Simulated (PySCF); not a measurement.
**Excitation energy of W⁺ by level of theory**

W⁺ [Xe] 4f14 5d4 6s1 (6D) → W⁺ [Xe] 4f14 5d3 6s2 (4F), as a difference of total energies. Computed with PySCF 2.14 in x2c-TZVPPall with one added diffuse shell each of s, p, d, f type (12s8p8d4f1g, 113 functions), with scalar relativity by spin-free X2C-1e. The calculations carry no spin-orbit coupling.

```
   method  excitation energy (eV)
      UHF                   2.472
   PBEsol                   1.950
  wB97M-V                   1.313
BHandHLYP                   1.409
```
